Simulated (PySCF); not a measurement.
Ta(O)(F)(NH2)2 (FH₄N₂OTa), SMILES [NH2][Ta]([NH2])(=[O])[F], multiplicity 1. Coordinates come from a B3LYP-D3(BJ)/def2-SVP optimisation. The multiplicity is an assumed one; other spin states were not compared. The def2 effective core potentials stand for the cores of Ta; spin–orbit coupling is left out. One conformer was computed; it need not be the lowest.

Method: B3LYP-D3(BJ)/def2-SVP run with PySCF.

Harmonic wavenumbers (cm⁻¹): 168, 174, 183, 203, 204, 296, 400, 489, 525, 570, 594, 664, 672, 683, 996, 1514, 1517, 3533, 3536, 3624, 3624. Rotational constants (GHz): 3.090, 3.086, 2.686; symmetry number 1.

Task: Work out the zero-point energy and the ideal-gas rigid-rotor harmonic-oscillator thermochemistry at 298.15 K and 1 atm.

Result: ZPE = ½ Σ hcν = ½ × 24172 cm⁻¹ = 34.56 kcal/mol. H − E(el) = 39.97 kcal/mol. Entropy in cal/(mol K): translation 42.43, rotation 26.93, vibration 17.13, total 86.48. G − E(el) = 14.18 kcal/mol. Cp = 28.16 cal/(mol K).
